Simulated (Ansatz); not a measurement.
Mulliken charges of `O[Si](F)(Br)O[SiH3]` from PBE/def2-TZVPP in Ansatz (PBE0-D4/def2-TZVP geometry).

```csv
atom,x (Å),y (Å),z (Å),charge (e)
O1,-2.062,-1.088,0.974,-0.316
Si2,-0.811,-1.010,-0.044,0.632
F3,-1.287,-1.292,-1.527,-0.249
Br4,0.591,-2.594,0.515,-0.176
O5,-0.111,0.434,-0.019,-0.275
Si6,1.291,1.284,-0.188,0.332
H7,-2.686,-0.360,0.991,0.198
H8,0.960,2.714,0.014,-0.051
H9,2.270,0.836,0.831,-0.047
H10,1.845,1.075,-1.548,-0.048
```

Question: By hand: the dipole of these point charges (1 e Å = 4.8032 D).

Answer: Σ q r = (0.039, 0.490, 0.128) e Å, of length 0.508 e Å = 2.44 D.

Question: How does the dipole of the full density compare? (An estimate is asked.)

Answer: Computed: (-0.068, 0.422, 0.104) e Å, 2.11 D; the point charges give 1.16 times that, at 13° from its direction.

Point charges leave out the atoms' own dipoles, such as those of lone pairs, and Mulliken's split depends on the basis, so the two needn't agree.
